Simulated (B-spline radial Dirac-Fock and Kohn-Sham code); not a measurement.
**Kohn-Sham estimates against Dirac-Fock for the levels of Eu⁹⁺**

System: the Eu⁹⁺ ion, configuration [Kr] 4d10 4f5 5s2 5p1.

The density-functional columns are spherical, spin-unpolarised Dirac-Kohn-Sham results without Breit or QED terms: −ε is minus the orbital energy of the initial state and ΔSCF the difference of two total energies. The reference in the last column comes from multi-electron Dirac-Fock with separately optimised hole states, Breit and Lamb-shift corrections added in first order. All numbers are from a radial B-spline solver, in eV; a selection of levels is shown. The Kohn-Sham columns are given as differences from the reference. For the 1s level of heavy atoms much of the gap between ΔSCF and the reference is the Breit and QED part, -204.7 eV here; for other levels the error of the functional can be larger.

```
level  LDA −ε − DF  LDA ΔSCF − DF  Dirac-Fock
    K       -262.1         +192.0     48677.0
   L1       -146.4          -59.5      8216.7
   L2       -108.7           -0.1      7776.5
   L3       -115.6          -17.2      7136.1
   M1        -75.5          -45.1      1964.9
   M2        -60.6          -28.7      1775.5
   M3        -59.7          -29.5      1642.7
   M4        -39.9           -5.5      1319.6
   M5        -40.5           -6.7      1291.5
   N1        -37.4          -21.6       526.5
   N2        -29.8          -14.2       451.2
   N3        -29.9          -14.7       421.6
   N4        -17.1           -2.4       296.8
   N5        -17.2           -2.7       291.5
 N6,7         -9.9           +3.3       150.4
   O1         -4.3           +4.7       173.7
 O2,3         -6.1           +2.1       149.3
```

Values without a named source are computed, but for edge energies of neutral atoms, which are taken from tables.
